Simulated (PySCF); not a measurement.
Species: AlCl2(OiPr), C3H7AlCl2O.
Cartesian coordinates in Å at the PBE0-D3(BJ)/def2-SVP level; atoms count from 1:
```xyz
14
C3H7AlCl2O angstrom
Al     0.718    1.895   -1.049
Cl     2.238    2.949   -1.998
Cl    -1.239    2.627   -1.114
O      1.110    0.469   -0.257
C      0.430   -0.606    0.348
C     -0.386   -1.355   -0.693
C     -0.416   -0.122    1.513
H      1.209   -1.284    0.740
H     -1.185   -0.706   -1.091
H     -0.859   -2.251   -0.264
H      0.256   -1.671   -1.528
H      0.203    0.445    2.225
H     -1.227    0.534    1.158
H     -0.871   -0.967    2.052
```

Method used: PySCF, PBE0-D3(BJ)/def2-SVP geometry optimisation, gas phase.

Problem. Which atoms are bound to Al1, and at what distances?

Solution. 3 atoms: O4 1.678 Å, Cl2 2.079 Å, Cl3 2.090 Å. The nearest atom not counted as bound is C5, at 2.88 Å.

Problem. List the angles at Al1.

Solution. 
| angle | degrees | distance of the outer atoms (Å) |
| --- | --- | --- |
| Cl3–Al1–O4 | 122.1 | 3.30 |
| Cl2–Al1–Cl3 | 119.5 | 3.60 |
| Cl2–Al1–O4 | 118.4 | 3.23 |

Problem. What is the shape at Al1?

Solution. Planar: angles 122.1°, 119.5° and 118.4°, sum 360.0°, 0.00 Å off the plane of its three neighbours.

Problem. What are the other bond lengths?

Solution. O4–C5 1.408 Å; C5–C6, C5–C7 1.520 Å; C5–H8 1.105 Å; C6–H9 and 5 like bonds 1.101 Å.

Problem. Give some angles away from the centre.

Solution. Al1–O4–C5 137.6°, O4–C5–C6 110.0°, O4–C5–C7 110.8°, C6–C5–C7 112.5°.

Problem. What are the rotational constants (commonest isotopes, rigid rotor)?

Solution. A = 1905, B = 892.5, C = 697.2 MHz: an asymmetric top.

Point group: C1 (no symmetry element, even within 0.4 Å). Charge 0, singlet. Whether it is a minimum is left open (no frequencies).

One conformer stands for the species.
